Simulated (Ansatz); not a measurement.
Consider the atomization: `[SiH3]N([SiH3])[Si](Cl)(Cl)N([SiH3])[SiH3]` → 2 Cl• + 12 H• + 2 N• + 5 Si•.

Calculated with Ansatz (gas phase, PBE0-D4/def2-TZVP geometries, no zero-point term in ΔE). CBS: MP2 limit from def2 TZ/QZ plus the TZ coupled-cluster correction, frozen cores. This one scheme is used for every species, atoms too. No spin–orbit coupling; open shells (•) take unrestricted orbitals. Spin–orbit coupling would lower the free atoms: a little for Cl, Si. Each species was taken in one conformer, which may not be the lowest.

`[SiH3]N([SiH3])[Si](Cl)(Cl)N([SiH3])[SiH3]`:

Cartesian coordinates in Å:
```
Si -1.449 1.582 -0.796
N -1.336 -0.142 -0.520
Si -2.203 -1.187 -1.621
Si -0.434 -0.711 0.806
Cl -0.484 -2.759 0.724
Cl -1.295 -0.155 2.582
N 1.167 -0.135 0.833
Si 2.183 -0.378 -0.569
Si 1.885 0.665 2.212
H -0.837 1.936 -2.103
H -0.716 2.269 0.297
H -2.868 2.015 -0.797
H -1.283 -2.089 -2.354
H -2.860 -0.268 -2.590
H -3.239 -1.985 -0.922
H 1.403 -1.146 -1.572
H 3.406 -1.135 -0.200
H 2.584 0.930 -1.149
H 3.284 0.963 1.802
H 1.191 1.937 2.527
H 1.901 -0.208 3.409
```

```json
{"species": "`[SiH3]N([SiH3])[Si](Cl)(Cl)N([SiH3])[SiH3]`", "SCS-MP2/def2-QZVPP energy (Eh)": "-2481.59438"}
{"species": "Cl•", "SCS-MP2/def2-QZVPP energy (Eh)": "-459.66734"}
{"species": "H•", "SCS-MP2/def2-QZVPP energy (Eh)": "-0.49998"}
{"species": "N•", "SCS-MP2/def2-QZVPP energy (Eh)": "-54.50148"}
{"species": "Si•", "SCS-MP2/def2-QZVPP energy (Eh)": "-288.92213"}
```

**Question.** Work out ΔE.

**Answer.** ΔE = 12 × (-0.49998) + 5 × (-288.92213) + 2 × (-459.66734) + 2 × (-54.50148) − (-2481.59438) = 2.64633 Eh = +6947.9 kJ/mol. CCSD(T)/CBS gives +6925.9 kJ/mol.

Largest T1 diagnostic among the species: 0.012.

At CCSD(T), def2-SVP lies −574.5 kJ/mol from the extrapolated value and def2-TZVPP −216.2 kJ/mol: correlation converges slowly with the basis, and small sets miss more of it in the bonded molecule than in its fragments. From PBE to PBE0 (25 % exact exchange), in def2-TZVPP and without D4, ΔE moves by −19.5 kJ/mol: exact exchange takes away binding that semilocal exchange gives to molecules. In def2-TZVPP, CCSD(T) changes the Hartree–Fock value by +1603.0 kJ/mol (the triples alone add +90.4 kJ/mol) and MP2 by +1662.0 kJ/mol; breaking electron pairs costs correlation energy, which Hartree–Fock lacks.

For atomizations the MP2-based limit and the directly extrapolated one differ by several kJ/mol either way, and by 10 to 25 for some Ge, Se and Sn compounds, so smaller differences from it don't rank the levels.
